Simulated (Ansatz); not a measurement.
`[CH3][AlH][Cl]` and `[CH3][Al]([NH2])[Cl]` differ in one atom or group.

Ansatz, PBE0-D4/def2-TZVP geometries, multiplicity 1. Each molecule was computed in one conformer, which needn't be the lowest.

| property | `[CH3][AlH][Cl]` |
| --- | --- |
| HOMO–LUMO gap (PBE/def2-TZVPP) / eV | 5.02 |
| HOMO–LUMO gap (B3LYP/def2-TZVPP) / eV | 6.65 |
| HOMO energy (PBE0/def2-TZVPP) / eV | -8.21 |
| LUMO energy (B3LYP/def2-TZVPP) / eV | -1.34 |
| size of the dipole moment (PBE/def2-TZVPP) / D | 1.78 |
| LUMO energy (PBE/def2-TZVPP) / eV | -1.90 |

Question: What does the change do to each property? (Best estimate.)

Answer: Computed: 
```
                                      property  `[CH3][Al]([NH2])[Cl]`  shift
           HOMO–LUMO gap (PBE/def2-TZVPP) / eV                    5.40   0.38
         HOMO–LUMO gap (B3LYP/def2-TZVPP) / eV                    7.04   0.39
            HOMO energy (PBE0/def2-TZVPP) / eV                   -7.61   0.60
           LUMO energy (B3LYP/def2-TZVPP) / eV                   -0.31   1.03
size of the dipole moment (PBE/def2-TZVPP) / D                    2.31   0.53
             LUMO energy (PBE/def2-TZVPP) / eV                   -0.80   1.10
```

With PBE0 the HOMO rises by 0.60 eV and the LUMO rises by 1.12 eV, so the gap widens by about 0.52 eV. PBE moves the HOMO by 0.72 eV and ωB97M-V by 0.42 eV. Dipoles are sizes alone; their direction can turn.

B3LYP here is the variant with VWN-RPA as its local correlation; programs differ in this.
